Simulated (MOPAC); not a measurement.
Job for MOPAC: PM6 on SiCu, 2S+1 = 2, a spin state set in the input, which need not be the lowest, a point of a bond scan (R = 2.453 Å).

```
PM6 1SCF PRECISE CHARGE=0 UHF MS=0.5 THREADS=1
CuSi

Cu     0.00000000 1     0.00000000 1     0.00000000 1
Si     0.00000000 1     0.00000000 1     2.45262000 1
```

Output:

```
*******************************************************************************
 **                                                                           **
 **                              MOPAC v23.2.5                                **
 **                                                                           **
 *******************************************************************************
 ** MOPAC's Digital Object Identifier: https://doi.org/10.5281/zenodo.6511958 **
 **                                                                           **
 ** Please cite the open-source release paper for use of this MOPAC version:  **
 ** J. E. Moussa and J. J. P. Stewart (2026)                                  **
 ** MOPAC: An open-source semiempirical molecular orbital program             **
 ** J. Open Source Softw., 11(119), 8025, https://doi.org/10.21105/joss.08025 **
 *******************************************************************************

                              PM6 CALCULATION RESULTS

 *******************************************************************************
 *  PM6        - The PM6 Hamiltonian to be used
 *  UHF        - UNRESTRICTED HARTREE-FOCK CALCULATION
 *
 *
 *
 *                 CHARGE ON SYSTEM = 0
 *
 *
 *
 *  MS=        - IN MECI, MAGNETIC COMPONENT OF SPIN =  0.5
 *  PRECISE    - TIGHTER CRITERIA TO BE USED
 *  1SCF       - DO 1 SCF AND THEN STOP
 *  THREADS=1  - MULTI-THREADING NOT USED
 *  T=         - A TIME OF 172800.0 SECONDS REQUESTED
 *  DUMP=N     - RESTART FILE WRITTEN EVERY 7200.0 SECONDS REQUESTED
 *******************************************************************************
PM6 1SCF PRECISE CHARGE=0 UHF MS=0.5 THREADS=1
 CuSi

   ATOM   CHEMICAL          X               Y               Z
  NUMBER   SYMBOL      (ANGSTROMS)     (ANGSTROMS)     (ANGSTROMS)

     1      Cu          0.00000000  *   0.00000000  *   0.00000000  *
     2      Si          0.00000000  *   0.00000000  *   2.45262000  *



          CARTESIAN COORDINATES

    NO.       ATOM           X           Y           Z

     1        Cu          0.0000      0.0000      0.0000
     2        Si          0.0000      0.0000      2.4526

 General Reference for PM6:
 "Optimization of Parameters for Semiempirical Methods V: Modification of NDDO Approximations
 and Application to 70 Elements", J. J. P. Stewart, J. Mol. Mod., 13, 1173-1213 (2007)
 URL: https://link.springer.com/article/10.1007/s00894-007-0233-4

           Empirical Formula: Cu Si  =     2 atoms



      MOLECULAR POINT GROUP   :   C*v


          UHF CALCULATION, NO. OF ALPHA ELECTRONS =    8
                           NO. OF BETA  ELECTRONS =    7

 -------------------------------------------------------------------------------
 PM6 1SCF PRECISE CHARGE=0 UHF MS=0.5 THREADS=1
 CuSi



     1SCF WAS SPECIFIED, SO BFGS WAS NOT USED
     SCF FIELD WAS ACHIEVED


                              PM6 CALCULATION
                                                       MOPAC v23.2.5 Linux




          FINAL HEAT OF FORMATION =        332.08521 KCAL/MOL =    1389.44452 KJ/MOL


          COSMO AREA              =         88.75 SQUARE ANGSTROMS
          COSMO VOLUME            =         74.61 CUBIC ANGSTROMS

          IONIZATION POTENTIAL    =          6.309358 EV
          ALPHA SOMO LUMO (EV)    =         -6.309 -1.747
          BETA  SOMO LUMO (EV)    =         -7.661 -1.534
          NO. OF ALPHA ELECTRONS  =          8
          NO. OF BETA  ELECTRONS  =          7
          MOLECULAR WEIGHT        =         91.6315         POINT GROUP:  C*v

          MOLECULAR DIMENSIONS (Angstroms)

            Atom       Atom       Distance
           Si     2   Cu     1     2.45262
           Si     2   Cu     1     0.00000
           Cu     1   Si     2     0.00000


          SCF CALCULATIONS        =          1





   ATOM   CHEMICAL          X               Y               Z
  NUMBER   SYMBOL      (ANGSTROMS)     (ANGSTROMS)     (ANGSTROMS)

     1      Cu          0.00000000  *   0.00000000  *   0.00000000  *
     2      Si          0.00000000  *   0.00000000  *   2.45262000  *

                             CARTESIAN COORDINATES

   1   Cu        0.000000000     0.000000000     0.000000000
   2   Si        0.000000000     0.000000000     2.452620000


           Empirical Formula: Cu Si  =     2 atoms



      MOLECULAR POINT GROUP   :   C*v


          ALPHA EIGENVALUES
 -15.27413 -10.82382 -10.77495 -10.76203 -10.62652 -10.62562  -7.87425  -6.30936
  -1.74723   1.41367   2.28949   2.29001   2.45443   2.45735   3.12403 126.55857
 126.67191 126.68369


           BETA EIGENVALUES
 -14.13830 -10.82569 -10.80356 -10.71319 -10.67390 -10.67014  -7.66093  -1.53361
  -1.12508   1.53996   2.50988   2.60679   2.63528   2.81062   3.27748 126.52701
 126.61495 126.64917


              NET ATOMIC CHARGES AND DIPOLE CONTRIBUTIONS

  ATOM NO.   TYPE          CHARGE      No. of ELECS.   s-Pop       p-Pop       d-Pop
    1         Cu           0.075945       10.9241     0.98838     0.00007     9.93560
    2         Si          -0.075945        4.0759     1.94884     2.07088     0.05622
 DIPOLE           X         Y         Z       TOTAL
 POINT-CHG.     0.000     0.000    -0.895     0.895
 HYBRID        -0.000     0.000    -0.557     0.557
 SUM           -0.000     0.000    -1.451     1.451


          ATOMIC ORBITAL ELECTRON POPULATIONS

     Atom    s        px        py        pz      x^2-y^2     xz        z^2       yz        xy
    1 Cu   0.98838   0.00000   0.00000   0.00007   1.99990   1.98596   1.97787   1.97197   1.99991
    2 Si   1.94884   1.00855   0.02242   1.03992   0.00020   0.00549   0.04482   0.00562   0.00009


                    (SZ)    =    0.500000
                    (S**2)  =    0.751087


          ATOMIC ORBITAL SPIN POPULATIONS

    Atom   Total    s     px     py     pz   x^2-y^2  xz     z^2    yz     xy
         Atomic
    1 Cu -0.0169 -0.025  0.000 -0.000 -0.000  0.000  0.009  0.000 -0.001 -0.000
    2 Si  1.0169  0.005  0.990  0.001  0.019  0.000  0.000  0.001  0.000  0.000

 **********************
 *                    *
 * JOB ENDED NORMALLY *
 *                    *
 **********************




 == MOPAC DONE ==
```

The run finished.

Cost: very roughly 0.03 core-seconds.
